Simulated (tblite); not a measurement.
Compound: C6H10NO (doublet state).
Z-matrix (Å and degrees, GFN2-xTB geometry), rows numbered from 1:
```
C 
C   1  1.2901
C   2  1.5177  1  124.41
C   3  1.5324  2  109.78  1   118.83
C   3  1.5322  2  109.43  1  -119.62
N   3  1.4602  2  107.29  1    -0.41
C   6  1.3395  3  125.35  2  -179.09
O   7  1.2071  6  126.72  3    -0.25
H   1  1.0626  2  141.63  3   179.64
H   2  1.0949  1  123.13  3  -179.72
H   4  1.0869  3  110.53  2    62.07
H   4  1.0880  3  110.19  2   -58.40
H   4  1.0868  3  109.21  2  -177.93
H   5  1.0864  3  109.20  2   177.67
H   5  1.0881  3  110.18  2    58.08
H   5  1.0869  3  110.48  2   -62.38
H   6  1.0133  3  113.84  2     0.50
H   7  1.1089  6  111.20  3   179.79
```

Computed values, GFN2-xTB/tblite, gas phase, harmonic and unscaled. Against measured fundamentals such values can be off by several per cent, at times by over 20. One conformer, not necessarily the lowest. Open shells enter through the occupations alone, without spin polarisation, and single modes of such species can be off by tens of per cent.

Harmonic wavenumbers (cm⁻¹): 83.4, 87.1, 153.6, 201.9, 227.2, 239.8, 243.1, 322.2, 330.2, 392.8, 447.6, 496.4, 530.0, 640.2, 695.3, 738.3, 746.0, 813.3, 923.3, 938.1, 958.7, 991.5, 1009.2, 1131.3, 1157.1, 1179.7, 1219.0, 1238.1, 1375.6, 1388.6, 1399.9, 1405.0, 1474.4, 1482.3, 1487.2, 1495.1, 1726.0, 1768.4, 2739.9, 2834.0, 3034.3, 3036.1, 3040.4, 3044.9, 3053.4, 3058.2, 3218.8, 3326.2.

A = 3301, B = 1571, C = 1378 MHz; mass 112.076 u (most abundant isotopes); point group Cs, symmetry number 1; spin multiplicity 2.

Task: Zero-point energy?

Result: ½Σν̃ = 31762 cm⁻¹ = 379.95 kJ/mol.

Task: Give the ideal-gas entropy at 298.15 K and 1 bar in the rigid-rotor, harmonic-oscillator model (classical rotation).

Result: Translation 167.71, rotation 117.99, vibration 107.45, spin (R ln 2) 5.76: S = 398.9 J/(mol K).

Task: And Cp and H(298.15 K) − H(0)?

Result: Cp = 156.51 J/(mol K), of which vibrations give 123.25 (their classical limit is 48 R = 399.1); H(298.15 K) − H(0) = 28.05 kJ/mol without the zero-point energy, 18.13 from vibrations.

Task: Blend soft modes into free rotors: weight 1/[1 + (100 cm⁻¹/ν̃)⁴] for the oscillator and the rest for a rotor with moment μB/(μ + B), μ = h/(8π²ν), B = 10⁻⁴⁴ kg m². What vibrational entropy results?

Result: 103.33 J/(mol K) in place of 107.45, which changes −T·S at 298.15 K by +1.23 kJ/mol.

Task: How do the functions run with temperature in this model?

Result: 
```csv
T (K),S (J/(mol K)),Cp (J/(mol K)),H − H(0) (kJ/mol),G − H(0) (kJ/mol),ln q(vib)
100,279.5,73.8,4.94,-23.01,0.99
200,344.7,117.6,14.59,-54.34,3.22
300,399.9,157.2,28.34,-91.62,5.65
500,497.1,225.9,66.98,-181.56,10.55
800,619.3,293.6,145.77,-349.65,17.56
1000,688.2,323.6,207.64,-480.54,21.90
```

q(vib) and H(0) count from the zero-point level.

Task: What must be added to the electronic energy to get the Gibbs energy at 298.15 K and 1 bar?

Result: ZPE + [H(298.15 K) − H(0)] − T·S = 379.95 + 28.05 − 118.93 = 289.07 kJ/mol.

Hindered rotation and anharmonicity are outside this model. Other conformers, if any are populated, would add a mixing term that is left out.
